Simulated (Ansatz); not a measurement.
`FBB(F)F` + `C[SeH]` → `C[Se]BF` + `FBF` at 700 K and 1 bar (cleavage of the B–B bond).

Gas-phase electronic energies from Ansatz, PBE0-D4/def2-TZVP geometries. CCSD(T)/CBS adds triple-zeta CCSD(T) − MP2 to the extrapolated MP2 energy (def2 sets, frozen cores). This one scheme is used for every species. For Se outer-core shells are correlated without core-valence functions, which leaves a few kJ/mol of doubt a bond. Scalar relativity is left out up to krypton. Each species was taken in one conformer, which may not be the lowest.

```csv
species,CCSD(T)/CBS energy (Eh),H − E (kJ/mol),S (J/(mol·K))
`FBB(F)F`,-349.71808,119.0,395.4
`C[SeH]`,-2441.15625,157.6,325.3
`C[Se]BF`,-2565.82397,200.3,411.8
`FBF`,-225.09427,79.5,289.3
```

H − E and S are ideal-gas, rigid-rotor, harmonic terms from PBE0-D4/def2-TZVP, for one conformer and one mirror image of each species. 1 Eh = 2625.50 kJ/mol, R = 8.31446 J/(mol·K).

By hand: ΔE, ΔH, ΔS and ΔG.

ΔE = (-2565.82397) + (-225.09427) − (-349.71808) − (-2441.15625) = -0.04391 Eh = -115.3 kJ/mol. Δ(H − E) = 200.3 + 79.5 − 119.0 − 157.6 = 3.2, so ΔH = -112.1 kJ/mol. ΔS = 411.8 + 289.3 − 395.4 − 325.3 = -19.6 J/(mol·K). ΔG = -112.1 − 700 × (-19.6)/1000 = -98.4 kJ/mol.

By hand: the equilibrium constant, and the temperature at which ΔG would vanish if ΔH and ΔS stayed fixed.

log₁₀ K = −ΔG/(RT ln 10) = 7.3. ΔG = 0 at ΔH/ΔS = 5719 K, far beyond where these terms or the molecules hold.

ΔH outweighs TΔS. A doubt of 5 kJ/mol in ΔE shifts log₁₀ K by 0.4 here. Other conformers and mirror images would add mixing entropy, several J/(mol·K) or more a flexible species. Modes under 60 cm⁻¹, often nearly free rotors, make the harmonic entropy too high. These are equilibria of isolated gas molecules and say nothing of rates. Largest T1 diagnostic: 0.014 (customary marks: 0.02 for closed shells, 0.045 for open ones).
